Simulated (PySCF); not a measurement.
B3H2O3, SMILES O1BOBO[B]1 (connectivity only; charge and spin as stated), charge +1, multiplicity 1. Geometry: PBE0-D3(BJ)/def2-SVP. The multiplicity is an assumed one; other spin states were not compared. The isomer is the one that the SMILES or the coordinates give; other isomers of the formula were not compared.

The numbers are results of PBE0-D3(BJ)/def2-SVP in PySCF 2.14.0, not measurements.

Harmonic wavenumbers (cm⁻¹): 229, 298, 488, 515, 547, 728, 823, 861, 865, 911, 980, 1037, 1211, 1235, 1340, 1928, 2814, 2820. Rotational constants (GHz): 7.037, 5.521, 3.094; symmetry number 2.

Work out the zero-point energy and the ideal-gas rigid-rotor harmonic-oscillator thermochemistry at 298.15 K and 1 atm.

ZPE = ½ Σ hcν = ½ × 19631 cm⁻¹ = 28.06 kcal/mol. H − E(el) = 31.71 kcal/mol. Entropy in cal/(mol K): translation 39.14, rotation 24.02, vibration 6.38, total 69.54. G − E(el) = 10.98 kcal/mol. Cp = 19.31 cal/(mol K).
